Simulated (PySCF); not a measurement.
Two-dimensional NMR puzzle

Compound of formula C5H6F2OSi. Correlations simulated from computed shifts and the bond graph:

HSQC (one-bond C–H):
```tsv
δH	δC
6.83	164.4
5.62	102.7
5.49	102.7
```

COSY cross peaks (H two or three bonds apart, from the bond graph; peaks can be absent where the dihedral angle is near 90°):
```tsv
δH	δH
5.62	5.49
```

HMBC (two and three bonds, from the bond graph):
```tsv
δH	δC
6.83	166.1, 131.5, 109.3
5.62	166.1, 131.5
5.49	166.1, 131.5
4.37	164.4, 131.5, 109.3
```

Carbons without hydrogens: δ 166.1, 131.5, 109.3.

[PySCF 2.14.0 with density-fitted response routines: geometry: GFN2-xTB; PBE0/pcSseg-1 with gauge-including orbitals; no solvent model; one averaged value for each set of equivalent atoms; relativity neglected; a single conformation]

Scale: ¹H and ¹³C against TMS (reference shieldings calculated alike).

Exchangeable hydrogens are left out of these lists.

Problem. Work out the connectivity.

Solution. `C=C1OC=C([SiH3])C1(F)F`.

Atoms are numbered as in `[CH2:1]=[C:2]1[O:3][CH:4]=[C:5]([SiH3:6])[C:7]1([F:8])[F:9]`; H(Xn) means a hydrogen on atom n. Ha(C1) is cis to O3; Hb(C1) is trans to O3.

δC 166.1 is C2, an alkene carbon bearing oxygen. δC 164.4 is C4, an alkene carbon bearing oxygen (δH 6.83). δC 131.5 is C7, an allylic fully substituted sp3 carbon bonded to 2 F. δC 109.3 is C5, a β carbon of an enol-ether or enamine type C=C. δC 102.7 is C1, a β carbon of an enol-ether or enamine type C=C (δH 5.62, 5.49). HMBC from δH 6.83 reaches the proton-free carbons C2, C7, C5. HMBC from δH 5.62 reaches the proton-free carbons C2, C7. HMBC from δH 5.49 reaches the proton-free carbons C2, C7. HMBC from δH 4.37 reaches the proton-free carbons C7, C5. COSY links 5.62–5.49.

The data come from this structure; uniqueness wasn't tested.

Shifts are as computed. Against solution values, carbons near 30 ppm lie about +3 ppm off and those near 130 ppm about +5 ppm. Of 1211 compounds with measured shifts, 218 miss one by over three times the rms of a fit or turn the order of signals round; such compounds aren't used in these exercises.
